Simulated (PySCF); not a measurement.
# One molecule, several mistakes: CH9NSi2

Calculated results; nothing here was measured. The program is PySCF 2.14.0, an open-source quantum chemistry code, run on an isolated molecule that a program drew, which may never have been made. The molecule is CH9NSi2 (charge 0, singlet), drawn as the SMILES string `C[SiH2][SiH2]N`.

Each row is a Hartree-Fock (HF) and frozen-core CCSD(T) single point in the cc-pV(D+d)Z basis, meant for a local HF minimum. Run 1 is clean. Each other run has one planted mistake out of seven kinds, and not every kind appears here: one electron removed, one electron added, multiplicity raised by two, geometry at a saddle point, minimal basis STO-3G, one bond length entered in bohr, all coordinates scaled. The reference is restricted for singlets and unrestricted otherwise, and also for a bond in bohr. Adding or removing an electron swaps singlet and doublet. Electrons count all cores. HOMO and LUMO are orbital energies over both spins, the gradient is its largest component, and the lowest frequency (negative if imaginary) is given only where the gradient is small. Bond lengths are over the 12 bonds as drawn. T1 is the CCSD diagnostic: over 0.02 (restricted) or 0.045 (unrestricted) a single reference is doubtful.

Geometry of the clean run:
```xyz
13
CH9NSi2, angstrom
C    -0.4212   -2.0395   -0.4698
Si   -0.8229   -0.3880   -1.2946
Si    1.0838    0.5832   -2.3020
N     0.6755    2.1566   -2.9009
H    -1.3118   -2.4656   -0.0007
H     0.3424   -1.9152    0.3027
H    -0.0474   -2.7604   -1.2019
H    -1.3615    0.5565   -0.2769
H    -1.8823   -0.5828   -2.3185
H     2.2032    0.5649   -1.3151
H     1.5410   -0.2285   -3.4574
H     0.2169    2.7993   -2.2813
H     1.3562    2.6511   -3.4490
```

| run | electrons | basis functions | <S^2> | HOMO (eV) | LUMO (eV) | gradient (hartree/bohr) | lowest frequency (cm^-1) | mean bond (Å) | longest bond (Å) | T1 | HF (hartree) | CCSD(T) (hartree) | mistake |
|---|---|---|---|---|---|---|---|---|---|---|---|---|---|
| 1 | 50 | 119 | 0.000 | -10.16 | 3.39 | 1.0e-05 | 51 | 1.4355 | 2.365 | 0.0106 | -675.46281 | -676.06951 | no fault |
| 2 | 49 | 119 | 0.764 | -15.77 | -7.93 | 7.6e-02 | - | 1.4355 | 2.365 | 0.0878 | -675.12982 | -675.73135 | one electron removed |
| 3 | 50 | 119 | 0.000 | -10.00 | 2.93 | 4.5e-02 | - | 1.5719 | 2.590 | 0.0120 | -675.37706 | -676.00281 | all coordinates scaled |
| 4 | 50 | 119 | 0.810 | -8.49 | 1.80 | 8.3e-03 | - | 1.5457 | 2.808 | 0.0416 | -675.35257 | -675.94999 | one bond length entered in bohr |
| 5 | 50 | 119 | 2.008 | -3.76 | -1.60 | 3.6e-02 | - | 1.4355 | 2.365 | 0.0539 | -675.23977 | -675.85055 | ? |
| 6 | 51 | 119 | 0.758 | 2.49 | 8.53 | 3.5e-02 | - | 1.4355 | 2.365 | 0.0156 | -675.35357 | -675.98665 | ? |

**Which mistake was planted in run 5, and what did it cost?**

Electrons, basis and geometry are unchanged, and <S^2> is 2.008, beside S(S+1) = 2.00 for a multiplicity of 3. So the mistake is: multiplicity raised by two. Subtracting run 1 and multiplying by 627.51 kcal/mol a hartree, the energy moved by 140.0 kcal/mol in HF and 137.4 kcal/mol in CCSD(T).

**Which mistake was planted in run 6, and what did it cost?**

It counts 51 electrons, one more than the clean run, at the same geometry and basis. So the mistake is: one electron added. Subtracting run 1 and multiplying by 627.51 kcal/mol a hartree, the energy moved by 68.5 kcal/mol in HF and 52.0 kcal/mol in CCSD(T).

Cautions from the logs. Run 2: T1 is over the limit, so its CCSD(T) energy is less reliable; run 5: T1 is over the limit, so its CCSD(T) energy is less reliable; run 6: the HOMO is above zero, so the electron isn't bound and the energy depends on the basis.
